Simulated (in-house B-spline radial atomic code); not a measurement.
Settings and results of a run for Hg⁵⁺ (an excited or competing configuration). Computed with a radial B-spline atomic code at the basis-set limit: Dirac-Hartree-Fock, average of configuration, Fermi nucleus of rms radius 5.4648 fm.

Command:
```bash
python run_scf.py task.json out
```
Settings (nuclear radius in fm, mass in u):
```
Z                80
configuration    [Xe] 4f13 5d7 8s1
hamiltonian      dirac
method           hf
spin_polarised   False
nucleus          fermi
rms_radius       5.4648
atomic_mass      201.97064
speed_of_light   137.035999084
```

Output (hartree, bohr):
```
 radial grid: 78 intervals, B-splines of order 8, outer radius 53.3333 bohr

 iter        energy (Eh)    residual
    1      -19630.583164    9.22e-01
    2      -19635.785157    2.24e-01
    3      -19636.724590    6.27e-02
    4      -19636.766868    2.18e-02
    5      -19636.772717    4.55e-03
    6      -19636.773010    1.53e-03
    7      -19636.773043    6.77e-05
    8      -19636.773043    2.33e-05
    9      -19636.773043    1.91e-06
   10      -19636.773043    8.66e-08

 total energy                    -19636.77304
 kinetic                           22632.9956
 electron-nucleus                 -49277.7085
 electron-electron                  7007.9398

 first-order corrections (not in the total)
   Gaunt                            25.3627
   retardation                      -2.6903
   frequency dependence             -0.4973
   self-energy                      18.9995
   Uehling                          -3.9093
   Wichmann-Kroll                    0.1739
   recoil                            0.0321

 orbital      occ     eigenvalue          <r>       <r^2>       <1/r>       <r^4>     <1/r^2>       r_max    small
 1s1/2      2.000     -3077.8289    0.0165907  0.00038089     97.4976 3.99936e-07     23711.4     0.01023  9.25e-02
 2s1/2      2.000      -553.9053    0.0692209  0.00573581     24.0249 5.79012e-05     3383.29     0.05933  2.13e-02
 2p1/2      2.000      -530.4968     0.057003  0.00406488     23.9375 3.45347e-05      1063.7     0.04368  2.13e-02
 2p3/2      4.000      -458.8086    0.0656356  0.00524708     19.4002 5.41115e-05     514.805     0.05113  1.89e-02
 3s1/2      2.000      -136.8230     0.179783   0.0371204     8.83007  0.00208905     775.683      0.1668  7.14e-03
 3p1/2      2.000      -126.3452     0.170395   0.0339047     8.72837  0.00182807     249.327      0.1558  7.07e-03
 3p3/2      4.000      -110.2527     0.186095   0.0402336     7.55083  0.00254453     122.833      0.1708  6.38e-03
 3d3/2      4.000       -93.1341     0.162234   0.0309061     7.42932  0.00169275     69.2438      0.1331  6.24e-03
 3d5/2      6.000       -89.7200     0.167023   0.0326292     7.16245  0.00186831     63.2948      0.1373  6.05e-03
 4s1/2      2.000       -34.2395     0.397998    0.178791     3.73194   0.0460296     197.534      0.3758  2.42e-03
 4p1/2      2.000       -29.7062     0.400267    0.182262     3.62145   0.0490347     62.6151      0.3741  2.32e-03
 4p3/2      4.000       -25.7420     0.432231    0.212267     3.23334   0.0664042     31.4235      0.4039  2.08e-03
 4d3/2      4.000       -18.3204     0.439226    0.222792      3.0295   0.0782601     16.6319      0.3967  1.88e-03
 4d5/2      6.000       -17.5694     0.449872    0.233493     2.93716   0.0858312     15.1963       0.406  1.81e-03
 5s1/2      2.000        -8.2628      0.89126    0.887862     1.53146     1.12409     40.7055      0.8238  6.23e-04
 5p1/2      2.000        -6.6254     0.947206      1.0074     1.42446     1.47642     12.1367      0.8636  5.54e-04
 5p3/2      4.000        -5.8647      1.02322     1.17424     1.29136     1.99995     6.17656      0.9323  4.84e-04
 4f5/2      5.571        -8.0186     0.467166    0.260583     2.59435    0.131054     8.30641      0.3628  1.46e-03
 4f7/2      7.429        -7.8546     0.473131    0.267185     2.55936    0.137717      8.0669      0.3673  1.43e-03
 5d3/2      2.800        -3.5379      1.21662     1.68027     1.06727      4.3237     2.68085       1.066  3.46e-04
 5d5/2      4.200        -3.4395      1.24804      1.7669     1.03572      4.7702     2.44187       1.094  3.29e-04
 8s1/2      1.000        -0.7654      5.94324     39.2122    0.224576     2016.33     1.30673        6.23  3.21e-05
```

Run time, properties included: 1.6 s on 1 thread of Arm Neoverse V2 (shared host).

For the Dirac Hamiltonian the kinetic term is c α·p + (β - 1)c².
